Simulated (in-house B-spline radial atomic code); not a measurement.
## Binding energies in Br

NIST's tabulated ground configuration is [Ar] 3d10 4s2 4p5; each binding energy is the energy of the ion with one electron taken from that subshell, relaxed, less that of the parent. Computed with an all-electron radial atomic-structure program (B-spline basis): Dirac-Hartree-Fock, average of configuration, Fermi nucleus of rms radius 4.1629 fm. Energies include first-order Breit, QED and recoil terms.

| subshell | X-ray name | binding energy (eV) | -ε (eV) | relaxation (eV) |
| --- | --- | --- | --- | --- |
| 2s | L1 | 1796.5 | 1826.6 | 27.4 |
| 3s | M1 | 268.3 | 277.5 | 8.9 |
| 3d3/2 | M4 | 77.64 | 86.52 | 8.88 |
| 3d5/2 | M5 | 76.62 | 85.36 | 8.80 |
| 4s | N1 | 26.56 | 27.78 | 1.20 |
| 4p | N2,3 | 11.53 | 12.41 | 0.88 |

Relaxation = -ε minus the binding energy without Breit, QED and recoil terms.

**Question.** What does it cost to remove both a 3d3/2 and a 4s electron?

**Answer.** 118.31 eV, which is 14.11 eV more than the two single binding energies together.

**Question.** What does it cost to remove both a 3s and a 3d5/2 electron?

**Answer.** 370.4 eV, which is 25.46 eV more than the two single binding energies together.
